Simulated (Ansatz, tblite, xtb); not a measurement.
## Si2H4SCl (SMILES [SiH2]S[SiH2]Cl): the dipole moment, rung by rung

The species is Si2H4SCl (8 atoms), meant as a doublet with charge 0. As SMILES, `[SiH2]S[SiH2]Cl`. The coordinates come from a PBE0-D4/def2-TZVP relaxation. This is one conformer, not always the lowest.

```xyz
8

Si   -0.8300    1.6472    0.1456
S     0.9769    0.7230    0.8226
Si    0.6140   -1.2379    0.0966
Cl   -1.1073   -2.0387    0.8792
H    -1.2425    1.0524   -1.1584
H    -0.5317    3.0984    0.0015
H     0.4527   -1.2369   -1.3733
H     1.7601   -2.0646    0.5303
```

Each level gives the dipole moment (D). The values are calculated.

```tsv
level	kind	program	value (D)	CPU time
GFN2-xTB	semi-empirical	tblite	2.03	2.1 s
GFN1-xTB	semi-empirical	tblite	0.93	under 2 s
IPEA1-xTB	semi-empirical	tblite	1.39	under 2 s
GFN0-xTB	semi-empirical	xtb	2.06	under 2 s
UHF/STO-3G	Hartree–Fock	Ansatz	1.92	1.2 s
UHF/3-21G	Hartree–Fock	Ansatz	2.06	2.4 s
UHF/def2-SVP	Hartree–Fock	Ansatz	1.09	5.2 s
UHF/6-31+G* (spherical functions)	Hartree–Fock	Ansatz	1.27	8 s
UBLYP/6-31G	GGA	Ansatz	1.76	10 s
UB3LYP/6-31G* (spherical functions)	global hybrid	Ansatz	1.25	18 s
```

The values span 0.93 to 2.06 D. Magnitudes only: a small dipole may point the other way at some levels. Sets without polarisation functions give poor dipoles. Times are those of the runs behind each value, whatever else they computed, on shared processors of several kinds: orders of magnitude only.
